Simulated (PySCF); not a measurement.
SMILES B(F)(F)S (HBF₂S), B3LYP/def2-SVP optimised geometry.

```
5

B     -0.61    -0.10     0.00
F     -1.26    -1.25     0.00
F     -1.31     1.02     0.00
S      1.20    -0.10     0.00
H      1.31     1.25     0.00
```

Density from B3LYP/def2-TZVP (PySCF 2.14.0) at that geometry.

Minimum of the electron density along straight lines between bonded atoms, close to the bond critical point (lines longer than 1.1 times the sum of covalent radii, or with two minima, are not listed):

| bond | length / Å | ρ at the minimum / e bohr⁻³ | ∇²ρ there / e bohr⁻⁵ | position (fraction from the first atom) |
|---|---|---|---|---|
| B1–F2 | 1.321 | 0.208 | 1.21 | 0.34 |
| B1–F3 | 1.323 | 0.207 | 1.20 | 0.34 |
| B1–S4 | 1.810 | 0.164 | -0.39 | 0.32 |
| S4–H5 | 1.352 | 0.213 | -0.61 | 0.65 |
